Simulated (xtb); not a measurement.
As₄, charge +1, doublet, geometry from GFN2-xTB (a state made from the parent by changing its charge; the spin is typed, not shown lowest); GFN2-xTB (xtb).

Here is a job for xtb.
```
$ xtb mol.xyz --gfn 2 --chrg 1 --uhf 1 --acc 0.0001 --json

# file mol.xyz
4

As    -0.91408271     0.11757606    -1.17441154
As     0.56448145     1.36964334     0.18453076
As     0.91952912    -1.12533990    -0.34159932
As    -0.56992786    -0.36187950     1.33148010
```

It wrote (shortened):

```
   ID    Z sym.   atoms
    1   33 As     1-4

           -------------------------------------------------
          |                Calculation Setup                |
           -------------------------------------------------

           -------------------------------------------------
          |                 G F N 2 - x T B                 |
           -------------------------------------------------

          ...................................................
          :                      SETUP                      :
          :.................................................:
          :  # basis functions                  40          :
          :  # atomic orbitals                  36          :
          :  # shells                           12          :
          :  # electrons                        19          :
          :  max. iterations                   250          :
          :  Hamiltonian                  GFN2-xTB          :
          :  restarted?                      false          :
          :  GBSA solvation                  false          :
          :  PC potential                    false          :
          :  electronic temp.          300.0000000     K    :
          :  accuracy                    0.0001000          :
          :  -> integral cutoff          0.6500000E+02      :
          :  -> integral neglect         0.1000000E-11      :
          :  -> SCF convergence          0.1000000E-09 Eh   :
          :  -> wf. convergence          0.1000000E-07 e    :
          :  Broyden damping             0.4000000          :
          :  net charge                          1          :
          :  unpaired electrons                  1          :
          ...................................................

 iter      E             dE          RMSdq      gap      omega  full diag
   1     -9.1017948 -0.910179E+01  0.136E+01    2.78       0.0  T
   2     -9.1033477 -0.155290E-02  0.817E+00    2.83       1.0  T
   3     -9.1055317 -0.218401E-02  0.332E+00    2.92       1.0  T
   4     -9.1054575  0.742345E-04  0.471E+00    2.91       1.0  T
   5     -9.1055800 -0.122541E-03  0.125E-01    2.93       1.0  T
   6     -9.1055801 -0.198522E-07  0.667E-02    2.93       1.0  T
   7     -9.1055801 -0.994002E-08  0.511E-03    2.93       9.8  T
   8     -9.1055801 -0.722942E-10  0.297E-03    2.93      16.8  T
   9     -9.1055801  0.197732E-09  0.196E-03    2.93      25.5  T
  10     -9.1055801 -0.286104E-09  0.154E-03    2.93      32.5  T
  11     -9.1055801 -0.105658E-10  0.166E-04    2.93     301.6  T
  12     -9.1055801  0.710543E-14  0.638E-06    2.93    7836.3  T
  13     -9.1055801 -0.675016E-13  0.452E-06    2.93   11056.0  T
  14     -9.1055801 -0.142109E-13  0.472E-08    2.93  100000.0  T
  15     -9.1055801  0.390799E-13  0.162E-08    2.93  100000.0  T

   *** convergence criteria satisfied after 15 iterations ***

         :::::::::::::::::::::::::::::::::::::::::::::::::::::
         ::                     SUMMARY                     ::
         :::::::::::::::::::::::::::::::::::::::::::::::::::::
         :: total energy              -9.094506015067 Eh    ::
         :: gradient norm              0.000006888460 Eh/a0 ::
         :: HOMO-LUMO gap              2.931212958470 eV    ::
         ::.................................................::
         :: SCC energy                -9.105579934217 Eh    ::
         :: -> isotropic ES            0.035607234670 Eh    ::
         :: -> anisotropic ES          0.013007312452 Eh    ::
         :: -> anisotropic XC         -0.001788736941 Eh    ::
         :: -> dispersion             -0.005286371792 Eh    ::
         :: repulsion energy           0.011073919150 Eh    ::
         :: add. restraining           0.000000000000 Eh    ::
         :: total charge               1.000000000000 e     ::
         :::::::::::::::::::::::::::::::::::::::::::::::::::::

           -------------------------------------------------
[...]

         #    Occupation            Energy/Eh            Energy/eV
      -------------------------------------------------------------
         1        2.0000           -0.8520996             -23.1868
         2        2.0000           -0.8231046             -22.3978
         3        2.0000           -0.8231046             -22.3978
         4        2.0000           -0.8074384             -21.9715
         5        2.0000           -0.6041690             -16.4403
         6        2.0000           -0.5814318             -15.8216
         7        2.0000           -0.5809564             -15.8086
         8        2.0000           -0.5809564             -15.8086
         9        2.0000           -0.5671923             -15.4341
        10        1.0000           -0.5313958             -14.4600 (HOMO)
        11                         -0.4236757             -11.5288 (LUMO)
        12                         -0.4236757             -11.5288
        13                         -0.3992590             -10.8644
        14                         -0.2959066              -8.0520
        15                         -0.2959066              -8.0520
        16                         -0.2707938              -7.3687
        17                         -0.1791068              -4.8737
        18                         -0.1791068              -4.8737
        19                         -0.0985492              -2.6817
        20                         -0.0811018              -2.2069
        21                         -0.0660379              -1.7970
       ...                                ...                  ...
        36                          1.3357163              36.3467
      -------------------------------------------------------------
                  HL-Gap            0.1077201 Eh            2.9312 eV
             Fermi-level           -0.5134149 Eh          -13.9707 eV

     #   Z          covCN         q      C6AA      α(0)
     1  33 As       2.884     0.250   207.158    26.378
     2  33 As       2.884     0.250   207.158    26.378
     3  33 As       2.884     0.250   207.158    26.378
     4  33 As       2.884     0.250   207.158    26.378

 Mol. C6AA /au·bohr⁶  :       3314.533787
 Mol. C8AA /au·bohr⁸  :     255293.749895
 Mol. α(0) /au        :        105.510729

Wiberg/Mayer (AO) data.
largest (>0.10) Wiberg bond orders for each atom

 ---------------------------------------------------------------------------
     #   Z sym  total        # sym  WBO       # sym  WBO       # sym  WBO
 ---------------------------------------------------------------------------
     1  33 As   2.831 --     3 As   1.062     2 As   1.062     4 As   0.707
     2  33 As   2.831 --     4 As   1.062     1 As   1.062     3 As   0.707
     3  33 As   2.831 --     1 As   1.062     4 As   1.062     2 As   0.707
     4  33 As   2.831 --     2 As   1.062     3 As   1.062     1 As   0.707
 ---------------------------------------------------------------------------

Topologies differ in total number of bonds
Writing topology from bond orders to xtbtopo.mol

molecular dipole:
                 x           y           z       tot (Debye)
 q only:       -0.000      -0.000      -0.000
   full:       -0.000       0.000       0.000       0.000
molecular quadrupole (traceless):
                xx          xy          yy          xz          yz          zz
 q only:       -0.866      -0.218       0.423       0.140       0.023       0.444
  q+dip:        0.247       0.062      -0.120      -0.040      -0.007      -0.126
   full:       -0.378      -0.095       0.184       0.061       0.010       0.194

           -------------------------------------------------
          | TOTAL ENERGY               -9.094506015067 Eh   |
          | GRADIENT NORM               0.000006888460 Eh/α |
          | HOMO-LUMO GAP               2.931212958470 eV   |
           -------------------------------------------------

normal termination of xtb
```
